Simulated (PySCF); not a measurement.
# Ionisation energy of Sr⁺ by level of theory

Sr⁺ [Kr] 5s1 (2S) → Sr²⁺ [Kr] (1S), as a difference of total energies. Computed with PySCF 2.14 in x2c-SVPall (6s4p5d1f, 50 functions), with the spin-free X2C one-electron Hamiltonian (Gaussian nucleus). The calculations carry no spin-orbit coupling.

```json
{"method": "UHF", "ionisation energy (eV)": "10.436"}
{"method": "LDA", "ionisation energy (eV)": "11.301"}
{"method": "M06-L", "ionisation energy (eV)": "10.269"}
```

For comparison: 11.030 eV (measured; NIST Atomic Spectra Database, ionization energies).
